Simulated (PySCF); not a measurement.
**Radial density of C⁺ (carbon, charge +1)**

PBE, [He] 2s2 2p1, 2P determinant. All numbers are calculated (PySCF 2.14, no relativity, point nucleus, in 6-31G*).

| r (bohr) | 4πr²ρ (e/bohr) | 4πr²(ρα − ρβ) |
| --- | --- | --- |
| 0.00488 | 0.03539 | 0.0000 |
| 0.00820 | 0.09769 | 0.0000 |
| 0.0138 | 0.2603 | 0.0001 |
| 0.0232 | 0.6545 | 0.0002 |
| 0.0390 | 1.538 | 0.0005 |
| 0.0657 | 3.167 | 0.0014 |
| 0.110 | 5.303 | 0.0046 |
| 0.186 | 6.232 | 0.0206 |
| 0.313 | 4.169 | 0.0942 |
| 0.526 | 1.579 | 0.2957 |
| 0.884 | 1.797 | 0.5954 |
| 1.49 | 1.831 | 0.5445 |
| 2.50 | 0.4197 | 0.1420 |
| 4.21 | 0.01762 | 0.0080 |
